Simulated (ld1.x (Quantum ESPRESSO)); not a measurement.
**Before and after: TM potential for Ti**

Ti, norm-conserving Troullier–Martins (Kleinman–Bylander form), made with ld1.x (Quantum ESPRESSO) 7.5 (LDA (PZ), scalar-relativistic). Core [Ne] 3s2, reference 3p6 3d2 4s1.75 4p0 (charge +0.25). Waves: 4s (bound): rc 2.90 bohr; 3p (bound): rc 1.75 bohr; 3d (bound): rc 1.80 bohr. Local part: all-electron potential smoothed inside 2.30 bohr (lloc = -1). Core correction: a·sin(br)/r model core inside 1.15 bohr.

All-electron outer shells of the reference configuration (LDA (PZ), scalar-relativistic, ld1.x):

```
shell  level (eV)  outermost node (bohr)  outermost maximum (bohr)
   2p     -445.67                      –                      0.22
   3s      -63.96                   0.40                      0.87
   3p      -40.49                   0.37                      0.90
   3d       -6.13                      –                      0.97
   4s       -6.02                   1.24                      2.85
   4p       -2.76                   1.38                      3.66
```

Change: wave 4s (bound): rc 2.90 bohr becomes 4s (bound): rc 3.72 bohr.

Cutoffs: the cutoffs (Ry, on a coarse ladder) from which the occupation-weighted sum of valence levels, in a spherical-Bessel basis at the reference potential, stays within 10 and 1 mRy of its value at 400 Ry; they do not see the model core or the augmentation charge, which bear on the density cutoff. Errors are all-electron minus pseudo energies relative to the spin-unpolarised reference configuration.

**Question.** How do hardness, ghosts and transferability respond?

**Answer.** The potential gets neither clearly harder nor softer (60 Ry and 80 Ry → 60 Ry and 80 Ry); of the 9 tests that both files solve, the error grows in 2 and shrinks in 2 by more than 15 % and 0.3 meV (median size 61.7 → 56.8 meV); neither file shows a bound ghost at the reference potential, the only one tested.

| quantity | base | changed |
| --- | --- | --- |
| cutoff, loose | 60 Ry | 60 Ry |
| cutoff, tight | 80 Ry | 80 Ry |
| bound ghosts | none | none |
| error for 3p6 3d2 4s2 4p0, meV [ΔE -1.33 eV] | +0.2 | +0.4 |
| error for 3p6 3d2 4s1 4p0, meV [ΔE 6.21 eV] | +0.6 | +1.1 |
| error for 3p6 3d2 4s0 4p0, meV [ΔE 20.01 eV] | -20 | -57 |
| error for 3p6 3d2 4s1.5 4p0, meV [ΔE 1.69 eV] | 0.0 | +0.2 |
| error for 3p6 3d0 4s0 4p0, meV [ΔE 90.73 eV] | +291 | -137 |
| error for 3p6 3d3 4s0 4p0, meV [ΔE 6.23 eV] | -107 | -35 |
| error for 3p6 3d2 4s0 4p2, meV [ΔE 5.11 eV] | -258 | -278 |
| error for 3p6 3d2 4s1.75 4p0 (spin-polarised), meV [ΔE -0.75 eV] | +62 | +65 |
| error for 3p6 3d2 4s2 4p0 (spin-polarised), meV [ΔE -2.00 eV] | +62 | +65 |

Base: These tests converged, but a pseudo level misses the all-electron one widely, so the file describes the atom poorly there or has found another state: 3p6 3d0 4s0 4p0: empty 4s by 10.5 eV (a node warning on the way).
